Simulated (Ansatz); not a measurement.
Ge6Cl6 prismane (Ge₆Cl₆). Charge 0, multiplicity 3. Geometry PBE-D4/def2-SVP, that of the neutral singlet; atoms count from 1.

```xyz
12

Ge    0.078   -1.835    0.734
Cl    0.195   -3.892    1.496
Ge    1.831   -0.402   -0.634
Cl    3.845   -0.910   -1.350
Ge   -0.550   -0.918   -1.665
Cl   -1.119   -1.982   -3.501
Ge   -1.456    1.186   -0.623
Cl   -3.062    2.541   -1.266
Ge   -0.828    0.268    1.777
Cl   -1.751    0.628    3.738
Ge    0.923    1.701    0.408
Cl    1.893    3.613    0.885
```

At PBE0-D4/def2-SVP a singlet of charge 0 lies 2.20 eV below the triplet at the same geometry.

(1) Estimate the Mulliken populations from the PBE0/def2-SVP orbitals of Ansatz.

(2) Where does the spin sit?

(3) And the Mayer bond orders between heavy atoms (over 0.3)?

Answers

(1) 
```csv
atom,charge (e),spin (α − β)
Ge1,0.24,0.33
Cl2,-0.22,0.08
Ge3,0.21,0.15
Cl4,-0.23,0.05
Ge5,0.23,0.31
Cl6,-0.23,0.08
Ge7,0.23,0.31
Cl8,-0.23,0.08
Ge9,0.24,0.33
Cl10,-0.23,0.08
Ge11,0.21,0.15
Cl12,-0.23,0.05
```
Mulliken values depend strongly on the basis.

(2) Summed by element: Ge 1.58, Cl 0.42, of 2 unpaired in all. Largest on single atoms: Ge1 0.33, Ge9 0.33, Ge5 0.31.

(3) Ge1–Cl2 1.01 (2.20 Å); Ge1–Ge3 0.53 (2.64 Å); Ge1–Ge5 0.46 (2.64 Å); Ge1–Ge9 0.55 (2.52 Å); Ge3–Cl4 1.00 (2.20 Å); Ge3–Ge5 0.54 (2.65 Å); Ge3–Ge11 0.52 (2.52 Å); Ge5–Cl6 1.01 (2.20 Å); Ge5–Ge7 0.54 (2.52 Å); Ge7–Cl8 1.01 (2.20 Å); Ge7–Ge9 0.46 (2.65 Å); Ge7–Ge11 0.54 (2.64 Å); Ge9–Cl10 1.01 (2.20 Å); Ge9–Ge11 0.53 (2.64 Å); Ge11–Cl12 1.00 (2.20 Å).
